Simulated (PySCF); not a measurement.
F2In (SMILES [F][In][F]), doublet, at a GFN2-xTB geometry (such geometries of metal compounds can be far from the true shape) (the spin is typed, not shown lowest) (all electrons, no relativity).

The PySCF input:
```python
from pyscf import gto, scf, dft

mol = gto.M(
    atom='''
In    0.215837    0.085784    0.066130
F    -0.771757    1.209385   -1.450562
F    -0.403356   -1.676431    1.090519
''',
    basis='sto-3g',
    charge=0,
    spin=1,
    verbose=3,
)

mf = dft.UKS(mol)
mf.xc = 'r2scan'
mf.kernel()
```

Question: What does this run give for the number of basis functions, <S^2>, nuclear repulsion energy, total energy, dipole moment, HOMO energy?

Answer: 
```json
{
 "number_of_basis_functions": "37",
 "<S^2>": "0.758",
 "nuclear_repulsion_energy": "230.1899 Eh",
 "total_energy": "-5881.714787 Ha",
 "dipole_moment": "0.37 D",
 "HOMO energy": "-1.23 eV"
}
```

These values belong to the state on which the SCF converged, which isn't shown to be the lowest.
